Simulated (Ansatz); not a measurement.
Isolated molecules relaxed with PBE0-D4/def2-TZVP in Ansatz; ΔE leaves out vibrations. CCSD(T)/CBS adds triple-zeta CCSD(T) − MP2 to the extrapolated MP2 energy (def2 sets, frozen cores). This one scheme is used for every species. DFT in def2-TZVPP. For Br outer-core shells are correlated without core-valence functions, which leaves a few kJ/mol of doubt a bond. Scalar relativity is left out up to krypton. Each species was taken in one conformer, which may not be the lowest.

Consider the ligand exchange at the Al–Br bond: `[SiH3][AlH][Br]` + PH₃ → `[SiH3][AlH][PH2]` + HBr.

`[SiH3][AlH][Br]`:

Z-matrix (Å, degrees):
```
Si
Al 1 2.446
H 1 1.491 2 109.4
H 1 1.487 2 111.5 3 119.6
H 1 1.490 2 111.4 3 -118.8
Br 2 2.264 1 117.2 3 -93.5
H 2 1.581 1 126.5 3 85.3
```

PH₃:

Z-matrix (Å, degrees):
```
P
H 1 1.420
H 1 1.420 2 93.1
H 1 1.420 2 93.1 3 93.3
```

`[SiH3][AlH][PH2]`:

Cartesian coordinates in Å:
```
Si 1.645 -0.626 0.205
Al -0.409 0.203 -0.852
P -2.426 0.129 0.300
H 1.390 -1.217 1.549
H 2.618 0.491 0.387
H 2.319 -1.664 -0.627
H -0.426 0.695 -2.363
H -1.867 0.571 1.528
H -2.843 1.417 -0.127
```

HBr:

```xyz
2

Br    0.010   -0.697   -0.135
H    -0.010    0.697    0.135
```

```json
{"level": "BHLYP-D4", "ΔE (kJ/mol)": "126.2"}
{"level": "PBE0", "ΔE (kJ/mol)": "113.1"}
{"level": "BHLYP", "ΔE (kJ/mol)": "128.1"}
{"level": "CCSD(T)/def2-SVP", "ΔE (kJ/mol)": "122.3"}
```

Question: What does CCSD(T)/CBS give? (Estimate.)

Answer: Computed: +119.3 kJ/mol. The listed levels differ from it by 6.9, -6.2, 8.8, 3.0 kJ/mol.

Largest T1 diagnostic among the species: 0.014.

From PBE to PBE0 (25 % exact exchange), in def2-TZVPP and without D4, ΔE moves by +5.6 kJ/mol. Leaving LDA and LC-ωPBE aside and taking each functional with its dispersion term where it has one, the values, not all of them listed here, spread over 21.5 kJ/mol, from revPBE-D4 to BHLYP-D4. LDA lies −3.5 kJ/mol from PBE without D4.
